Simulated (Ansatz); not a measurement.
Calculated with Ansatz (gas phase, PBE0-D4/def2-TZVP geometries, no zero-point term in ΔE). CCSD(T)/CBS is the MP2 limit (def2-TZVPP, def2-QZVPP) plus CCSD(T) − MP2 in def2-TZVPP, frozen cores. For V outer-core shells are correlated without core-valence functions, which leaves a few kJ/mol of doubt a bond. Scalar relativity is left out up to krypton. One conformer a species, not always the lowest.

`[NH]=[V]([OH])([OH])[OH]` + `F[SiH](Cl)[SiH2][SiH3]` → `[NH]=[V]([OH])([OH])[Cl]` + `O[SiH](F)[SiH2][SiH3]`  (redistribution)

`[NH]=[V]([OH])([OH])[OH]`:

```xyz
9

N    -0.687   -0.709    1.130
V     0.050    0.025   -0.093
O     1.549    0.789    0.455
O     0.397   -1.252   -1.288
O    -0.998    1.266   -0.794
H    -1.142   -1.246    1.855
H     1.897    0.675    1.342
H     0.845   -0.937   -2.082
H    -1.911    1.389   -0.525
```

`F[SiH](Cl)[SiH2][SiH3]`:

Z-matrix (Å, degrees):
```
Si
Cl 1 2.048
Si 1 2.337 2 110.6
F 1 1.598 2 107.8 3 -119.4
H 1 1.482 2 107.3 3 125.6
Si 3 2.340 1 110.0 2 -173.3
H 3 1.488 1 108.6 2 -51.5
H 3 1.489 1 107.3 2 66.4
H 6 1.486 3 109.6 1 62.9
H 6 1.487 3 110.5 1 -176.6
H 6 1.487 3 109.3 1 -56.6
```

`[NH]=[V]([OH])([OH])[Cl]`:

```xyz
8

N     0.765    1.274    0.196
V     0.150   -0.195    0.063
O    -0.987   -0.366    1.409
O    -0.669   -0.371   -1.480
Cl    1.750   -1.656    0.221
H     1.242    2.151    0.360
H    -1.530   -1.164    1.366
H    -0.721    0.327   -2.137
```

`O[SiH](F)[SiH2][SiH3]`:

Z-matrix (Å, degrees):
```
Si
F 1 1.604
Si 1 2.346 2 106.4
O 1 1.636 2 110.1 3 -123.1
H 1 1.480 2 107.3 3 122.8
Si 3 2.339 1 110.9 2 49.1
H 3 1.490 1 108.8 2 170.7
H 3 1.492 1 108.8 2 -71.9
H 4 0.958 1 118.6 2 72.9
H 6 1.488 3 109.5 1 56.6
H 6 1.486 3 109.7 1 -62.9
H 6 1.487 3 110.8 1 176.5
```

| species | SCS-MP2/def2-QZVPP energy (Eh) |
| --- | --- |
| `[NH]=[V]([OH])([OH])[OH]` | -1226.03559 |
| `F[SiH](Cl)[SiH2][SiH3]` | -1430.37787 |
| `[NH]=[V]([OH])([OH])[Cl]` | -1610.04341 |
| `O[SiH](F)[SiH2][SiH3]` | -1046.38934 |

(1) Work out ΔE.

Largest T1 diagnostic among the species: 0.030, so the coupled-cluster value is less sure than usual.

Results:

(1) ΔE = (-1610.04341) + (-1046.38934) − (-1226.03559) − (-1430.37787) = -0.01929 Eh = -0.52 eV. CCSD(T)/CBS gives -0.36 eV.

From PBE to PBE0 (25 % exact exchange), in def2-TZVPP and without D4, ΔE moves by −0.04 eV.
